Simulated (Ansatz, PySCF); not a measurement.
Complex: HF (SMILES F) (first 2 atoms) with CH3Br (SMILES CBr); geometry from B3LYP-D3(BJ)/def2-TZVP, rigid monomers moved along the line of their centres of mass till H2···Br4 is 2.12 Å.
(charge 0, multiplicity 1):
```xyz
7

F     -0.039    -0.148     0.642
H     -0.063    -0.649     1.432
C     -0.241     1.074     3.604
Br    -0.163    -0.890     3.539
H     -1.179     1.340     4.077
H     -0.191     1.427     2.581
H      0.610     1.407     4.187
```

Interaction energies are E(AB) − E(A) − E(B) at the monomers' geometry in the complex; basis-set methods are counterpoise corrected.

Cores are frozen in the correlated methods. Filled d and f shells under p-block atoms count as core. CBS: X⁻³ extrapolation of the correlation energy, Hartree–Fock from the larger set.

Run with Ansatz (an electronic-structure program); PySCF for the dispersion terms. Values without a source in brackets are computed.

PBE/def2-TZVPPD gives -17.3 kJ/mol for the interaction energy.

Where do these levels fall relative to PBE: PBE-D3(BJ)/def2-TZVPPD, r2SCAN/def2-TZVPPD, B3LYP/def2-TZVPPD, wB97M-V/def2-TZVPPD, MP2/CBS(aug-cc-pVDZ, aug-cc-pVTZ), CCSD(T)/CBS(aug-cc-pVDZ, aug-cc-pVTZ).

PBE-D3(BJ)/def2-TZVPPD -3.3; r2SCAN/def2-TZVPPD -1.9; B3LYP/def2-TZVPPD 5.6; wB97M-V/def2-TZVPPD 1.4; MP2/CBS(aug-cc-pVDZ, aug-cc-pVTZ) 2.7; CCSD(T)/CBS(aug-cc-pVDZ, aug-cc-pVTZ) 2.9 kJ/mol. 4 of 6 lie above PBE; the widest gap is to B3LYP/def2-TZVPPD.
